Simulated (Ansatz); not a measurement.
Wavefunction ladder for CH$_{4}$FISi (`C[SiH](F)I`)

```json
{"atom": "C1", "x (Å)": "-1.0046", "y (Å)": "0.1455", "z (Å)": "0.2000"}
{"atom": "Si2", "x (Å)": "0.7334", "y (Å)": "-0.1898", "z (Å)": "-0.3258"}
{"atom": "F3", "x (Å)": "1.1426", "y (Å)": "0.8306", "z (Å)": "-1.4830"}
{"atom": "I4", "x (Å)": "2.2685", "y (Å)": "0.1353", "z (Å)": "1.5365"}
{"atom": "H5", "x (Å)": "-1.3041", "y (Å)": "-0.5534", "z (Å)": "0.9840"}
{"atom": "H6", "x (Å)": "-1.1012", "y (Å)": "1.1616", "z (Å)": "0.5873"}
{"atom": "H7", "x (Å)": "-1.6807", "y (Å)": "0.0274", "z (Å)": "-0.6513"}
{"atom": "H8", "x (Å)": "0.9460", "y (Å)": "-1.5572", "z (Å)": "-0.8478"}
```

Charge 0, multiplicity 1. Correlated methods freeze the filled d shell of I. I: def2 effective core potential. All single points use the PBE0-D4/def2-TZVP geometry. Frozen core, restricted reference, Ansatz 0.2.0.

```tsv
basis	HF (Eh)	MP2 corr.
def2-SVP	-725.13314	-0.52197
def2-TZVPP	-725.42782	-0.68468
def2-QZVPP	-725.44511	-0.74999
```

Estimate the CCSD correlation energy and the (T) correction in each basis where they were run (hartree).


```
     basis  CCSD corr.       (T)
  def2-SVP    -0.55985  -0.01220
def2-TZVPP    -0.72222  -0.02549
```
